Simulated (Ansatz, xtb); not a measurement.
GeHInSi2: which of two structures lies lower

Structure a: a singlet given by its coordinates. Structure b: a singlet given by its coordinates. Both are isolated molecules in the gas phase, relaxed with B3LYP-D3(BJ)/def2-SVP.

a (Å):

```xyz
5

Ge    2.6849   -1.9386    1.2845
In    1.8860    0.4739   -0.0698
Si   -0.6095   -0.5473   -0.1231
Si    0.4101   -2.2283    0.9352
H    -2.0869   -0.6004   -0.4404
```

Close contacts (Å): Ge1–In2 2.88, Ge1–Si4 2.32, In2–Si3 2.70, Si3–Si4 2.23, Si3–H5 1.51.

b (Å):

```xyz
5

Ge   -0.4866   -2.1542    0.2308
In   -2.1686    0.3867    0.3811
Si    1.8482   -2.3441    0.2536
Si    0.7724   -0.1013    0.3930
H     2.3127   -0.6476    0.3781
```

Close contacts (Å): Ge1–In2 3.05, Ge1–Si3 2.34, Ge1–Si4 2.41, In2–Si4 2.98, Si3–Si4 2.49, Si3–H5 1.76, Si4–H5 1.63.

Q: Estimate E(b) − E(a) at the level CCSD(T)/def2-SVP + ΔMP2/def2-TZVPP.

A: Calculated at CCSD(T)/def2-SVP + ΔMP2/def2-TZVPP: E(b) − E(a) = −28.1 kJ/mol, so structure b lies lower.

The same difference at several levels:

```tsv
level	geometry	E(b) − E(a) (kJ/mol)	departure from the last row (kJ/mol)	job, with rough time for the two
B3LYP-D3(BJ)/def2-SVP	B3LYP-D3(BJ)/def2-SVP	−25.6	+2.5	optimisation, 1.9 min
HF/def2-SVP	B3LYP-D3(BJ)/def2-SVP	−34.4	−6.3	part of the CCSD(T) run
MP2/def2-SVP	B3LYP-D3(BJ)/def2-SVP	−22.5	+5.6	part of the CCSD(T) run
CCSD(T)/def2-SVP	B3LYP-D3(BJ)/def2-SVP	−22.5	+5.6	single point
CCSD(T)/def2-SVP + ΔMP2/def2-TZVPP	B3LYP-D3(BJ)/def2-SVP	−28.1		single point, 59 s
```

The levels shown agree on the order. The largest departure from CCSD(T)/def2-SVP + ΔMP2/def2-TZVPP is that of HF/def2-SVP, 6.3 kJ/mol. Levels run at GFN2-xTB geometries aren't shown. The last row adds to CCSD(T) the change of the MP2 difference between the two basis sets, here −5.6 kJ/mol.

With harmonic frequencies from B3LYP-D3(BJ)/def2-SVP (ideal gas, rigid rotor, one conformer each, 298.15 K, 1 atm): on the last row, ΔE + ΔZPE = −29.4 kJ/mol. A mode under 50 cm⁻¹ makes harmonic enthalpies and free energies unreliable, so none is given.

The correlated steps freeze 23 core orbitals; the filled d shell of Ge and In is correlated, in a basis made for valence electrons. Atoms past krypton carry core potentials in the def2 sets and no spin–orbit term is included. Codes used: Ansatz 0.2.0; the last row on 1 thread of Intel(R) Xeon(R) 6975P-C (Granite Rapids) on a shared host.
